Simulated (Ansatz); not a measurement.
Two structures of BNH₄SF₂, singlet, reached by relaxing down either side of one saddle point (PBE0-D4/def2-TZVP). Energies are electronic, without zero-point energy. Computed with Ansatz 0.2.0 (basis: def2-TZVPP and def2-QZVPP); correlated methods freeze the cores. Extrapolation: Hartree–Fock as exp(−7.88 √X), correlation as X^−2.97. First:

```tsv
atom	x (Å)	y (Å)	z (Å)
B1	-0.8068	-0.2957	-1.2257
N2	0.1879	0.6535	-1.0333
F3	-1.0906	-1.1981	-0.2823
F4	-1.5191	-0.3516	-2.3473
H5	0.3149	0.4972	2.8043
S6	1.3079	-0.2056	2.2381
H7	0.4204	1.3357	-1.7315
H8	0.7302	0.6920	-0.1840
H9	0.4551	-1.1274	1.7616
```

Second:

```
9
angstrom
B -0.6516 -0.3291 -0.0269
N 0.5272 0.7361 -0.5312
F -0.4341 -1.4367 -0.8047
F -1.8144 0.3424 -0.3017
H 0.4583 1.5969 0.0027
S -0.4140 -0.5953 1.8443
H 0.4127 0.9446 -1.5209
H 1.4494 0.3406 -0.3786
H 0.4664 -1.5994 1.7170
```

(1) Which bonds change from the first to the second?

(2) Give the saddle point's structure and its height above each. (An estimate is asked for; the value comes from the calculation.)

No T1 diagnostic of these runs exceeds 0.012.

## Answers

(1) BNH₂F₂ ([NH2][B]([F])[F]) + H₂S → BHSF₂ ([F][B]([F])[SH]) + NH₃ (still joined by a long B–N bond); bonds formed: B1–S6, N2–H5; bonds broken: H5–S6; bonds weakened to dative contacts: B1–N2.

(2) The calculation gives: 122.5 kJ/mol above the first and 126.7 kJ/mol above the second (CCSD(T) at an estimated basis limit (MP2 extrapolated from triple and quadruple zeta, plus CCSD(T) − MP2 in triple zeta)).
B1  (-0.609, -0.346, -0.401)
N2  (0.506, 0.669, -0.629)
F3  (-0.310, -1.616, -0.714)
F4  (-1.847, 0.101, -0.649)
H5  (0.486, 0.631, 0.769)
S6  (-0.347, -0.151, 1.847)
H7  (0.218, 1.540, -1.057)
H8  (1.338, 0.308, -1.078)
H9  (0.565, -1.135, 1.912)
(Å)

Labels in which every atom is bracketed show which atoms are joined, not bond orders.

For scale, one of the runs: CCSD(T)/def2-TZVPP, 222 basis functions, launched by `ansatz run in.yaml --threads 4 --pin off --events-out ev --progress --plain --max-ram 9574MiB`. Time: 76 s of wall clock on 4 CPU threads of an Arm Neoverse V2; the host was shared. Peak host memory: 3.7 GiB.
